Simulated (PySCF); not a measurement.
BeHISe, SMILES [SeH][Be][I].

Geometry optimised at r2SCAN-D4/def2-TZVP. The def2 effective core potentials stand for the cores of I; spin–orbit coupling is left out. Other conformers were not sampled.

Computed with PBE0/def2-TZVPD (PySCF).

Isolated molecule, no solvent.

Computed frontier levels, gap, dipole moment and polarisability:
```
Item                                                                                                             Value
---------------------------------------------------------------------------------------------  -----------------------
highest occupied level                                                                                        -7.43 eV
lowest empty level                                                                                            -1.19 eV
orbital gap                                                                                                    6.24 eV
dipole moment                                                                                                0.105 e·Å
quadrupole, principal values (traceless, Buckingham form, about the centre of nuclear charge)   -3.31, -1.90, 5.21 D·Å
mean static polarisability                                                                       80.9 bohr³ (11.99 Å³)
polarisability, principal values                                                               66.7, 66.8, 109.2 bohr³
```
